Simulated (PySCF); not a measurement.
Species: C₆H₁₀BNSi.
Numbering: `[SiH3:1][NH:2][B:3]1[CH:4]=[CH:5][CH:6]=[CH:7][CH:8]=[CH:9]1` (hydrogens: H10, H11, H12 on Si1; H13 on N2; H14 on C4; H15 on C5; H16 on C6; H17 on C7; H18 on C8; H19 on C9)

All values: B3LYP/def2-SVPD (PySCF, non-relativistic), on one gas-phase PBE0-D3(BJ)/def2-SVP geometry that isn't relaxed in the solvent. The solvent is an IEF-PCM continuum (van der Waals radii × 1.2), and excitations are vertical TDDFT with non-equilibrium linear response and a frozen core. Only the electrostatic response of the medium enters.

Gas-phase singlets (H = HOMO, L = LUMO):

```json
{"state": "S1", "E (eV)": "3.860", "λ (nm)": "321", "f": "0.063", "leading configurations": "H→L 95%"}
{"state": "S2", "E (eV)": "4.533", "λ (nm)": "273", "f": "0.120", "leading configurations": "H→L+1 75%, H-1→L 22%"}
{"state": "S3", "E (eV)": "5.178", "λ (nm)": "239", "f": "0.000", "leading configurations": "H-3→L 99%"}
{"state": "S4", "E (eV)": "5.408", "λ (nm)": "229", "f": "0.071", "leading configurations": "H-2→L 81%, H-1→L 10%"}
{"state": "S5", "E (eV)": "5.549", "λ (nm)": "223", "f": "0.000", "leading configurations": "H→L+2 98%"}
```

Task: Give the list for chloroform (ε = 4.711), n² = 2.09.

Result: 
```csv
state,E (eV),λ (nm),f,leading configurations,change by rank (eV)
S1,3.802,326,0.091,H→L 96%,-0.058
S2,4.492,276,0.190,"H→L+1 80%, H-1→L 18%",-0.041
S3,5.129,242,0.001,H-3→L 99%,-0.049
S4,5.377,231,0.105,"H-2→L 82%, H-1→L 11%",-0.031
S5,5.583,222,0.001,H→L+2 98%,+0.034
```

Task: The ground-state energy changes by -0.096 eV from gas to chloroform. By how much does the total energy of gas-phase S1 change?

Result: E(S1) = E(S0) + excitation energy, so it changes by -0.096 − 0.058 = -0.154 eV: it is lowered more than the ground state, which is what a red shift means. This is the vertical state, with the slow part of the continuum still set for S0.

Task: How do the frontier levels move from gas to chloroform?

Result: 
```
orbital  gas (eV)  solvent (eV)  change (eV)                    Löwdin shares, gas               Löwdin shares, solvent
 LUMO+2      0.08          0.16        +0.08  B3 23 %, Si1 22 %, H13 11 %, H11 7 %  B3 26 %, Si1 23 %, H13 8 %, H11 6 %
 LUMO+1     -1.09         -1.06        +0.03     C5 17 %, C8 17 %, B3 16 %, N2 9 %    C5 17 %, C8 17 %, B3 16 %, N2 9 %
   LUMO     -2.04         -2.00        +0.04    C9 18 %, C4 18 %, C6 16 %, C7 16 %   C9 18 %, C4 18 %, C6 16 %, C7 15 %
   HOMO     -6.28         -6.24        +0.04    N2 18 %, C4 13 %, C7 13 %, C9 13 %   N2 18 %, C4 13 %, C7 13 %, C9 13 %
 HOMO-1     -7.94         -7.91        +0.03    C5 20 %, C8 19 %, C9 17 %, C4 12 %   C5 20 %, C8 19 %, C9 17 %, C4 12 %
 HOMO-2     -8.05         -8.01        +0.04    N2 31 %, Si1 12 %, B3 11 %, C4 8 %   N2 31 %, Si1 11 %, B3 11 %, C4 8 %
 HOMO-3     -8.41         -8.32        +0.09    C4 19 %, C9 19 %, B3 18 %, H19 7 %   C4 19 %, C9 19 %, B3 18 %, H19 6 %
```

The HOMO–LUMO gap goes from 4.24 to 4.24 eV.

Conformer computed: `[SiH3:1][NH:2][B:3]1[CH:4]=[CH:5][CH:6]=[CH:7][CH:8]=[CH:9]1`: Si1–N2–B3–C4 -179°.
